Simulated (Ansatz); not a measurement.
`[CH2]1[AlH][InH]1`, relaxed with RKS PBE0-D4/def2-TZVP in Ansatz from a GFN2-xTB geometry. The force threshold is 0.005 eV/Å; the program also tests the step.

The species carries charge 0 and has multiplicity 1. In: def2 effective core potential.

Start:

```xyz
7

C     1.030   -0.212   -0.278
Al   -0.165    1.198   -0.718
In   -1.399   -0.539    1.241
H     1.025   -0.911   -1.140
H     2.086    0.089   -0.160
H    -0.862    2.479   -1.376
H    -1.714   -2.104    2.432
```

How much energy does the relaxation release, and in how many steps? (An estimate is asked.)

The calculation gave: 95.96 kJ/mol, in 13 steps, 1 of them rejected.

Which bonds change most? (Estimate.)

The calculation gave: C1–In3 from 2.883 to 2.440 Å; Al2–In3 from 2.894 to 2.543 Å; In3–H7 from 1.992 to 1.731 Å; C1–Al2 from 1.900 to 1.874 Å.

Give the relaxed structure. (Estimate.)

The calculation gave: 
```xyz
7

C     0.856   -0.115   -0.283
Al   -0.471    1.076   -0.862
In   -1.223   -0.594    0.903
H     0.759   -1.194   -0.484
H     1.914    0.104   -0.129
H    -0.625    2.618   -1.186
H    -1.210   -1.896    2.042
```
